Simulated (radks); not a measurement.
Values are calculated unless marked as measured or tabulated.
All-electron atom: the silver ion Ag15+ in [Ar] 3d10 4s2 4p2. Level of theory: Dirac Kohn-Sham, PBE, spin-unpolarised, spherical densities, point nucleus; open shells are shared between the two j in proportion to 2j + 1 (a radial shooting solver on a logarithmic mesh with Libxc functionals). Some entries of the table are withheld. Estimate them.

| orbital | occ. | eigenvalue (Ry) | <1/r> (bohr^-1) | <r^2> (bohr^2) |
|---|---|---|---|---|
| 1s1/2 | 2 | -1888.150 | 49.44 | 0.001308 |
| 2s1/2 | 2 | -301.0416 | 11.40 | 0.02136 |
| 2p1/2 | 2 | -281.7531 | 11.38 | 0.01596 |
| 2p3/2 | 4 | -268.8465 | 10.69 | 0.01728 |
| 3s1/2 | 2 | -76.26421 | 4.017 | 0.1527 |
| 3p1/2 | 2 | -68.59603 | 3.927 | 0.1476 |
| 3p3/2 | 4 | -66.27283 | 3.760 | 0.1562 |
| 3d3/2 | 4 | -52.77075 | 3.606 | 0.1354 |
| 3d5/2 | 6 | -52.29643 | 3.563 | 0.1379 |
| 4s1/2 | 2 | -29.86407 | 1.738 | (1) |
| 4p1/2 | 0.666667 | (2) | 1.666 | 0.7828 |
| 4p3/2 | 1.33333 | (3) | 1.620 | 0.8147 |
| 4d3/2 | 0 | -22.01976 | 1.484 | 0.9104 |
| 4d5/2 | 0 | -21.91423 | 1.474 | 0.9201 |
| 5s1/2 | 0 | (4) | 0.9627 | 2.386 |

Answer. 
(1) 4s1/2 <r^2> (bohr^2): 0.7375
(2) 4p1/2 eigenvalue (Ry): -27.12094
(3) 4p3/2 eigenvalue (Ry): -26.56231
(4) 5s1/2 eigenvalue (Ry): -15.85743
